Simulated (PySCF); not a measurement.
Delta-SCF ions had no search for a lower state. 

Cartesian coordinates (Å):
```xyz
10

N     -0.4341    -1.3266    -0.2862
B      0.0000     0.0000    -0.0001
N      1.3726     0.2545     0.2853
N     -0.9384     1.0722     0.0007
H     -1.3867    -1.5599    -0.4934
H      0.1839    -2.1156    -0.2997
H      2.0724    -0.4630     0.3004
H      1.7295     1.1672     0.4956
H     -0.6856     2.0229     0.1928
H     -1.9136     0.9484    -0.1954
```
Charge 0, multiplicity 1.

What total energy, HOMO, vertical ionisation energy (Delta-SCF), HOMO–LUMO gap and dipole moment does TPSSh-D3(BJ)/def2-TZVP // CAM-B3LYP-D3(BJ)/def2-TZVP in PySCF give?


```json
{
  "total_energy": "-192.9313 Ha",
  "HOMO": "-5.70 eV",
  "vertical ionisation energy (Delta-SCF)": "8.54 eV",
  "HOMO–LUMO gap": "6.34 eV",
  "dipole_moment": "0.00 D"
}
```
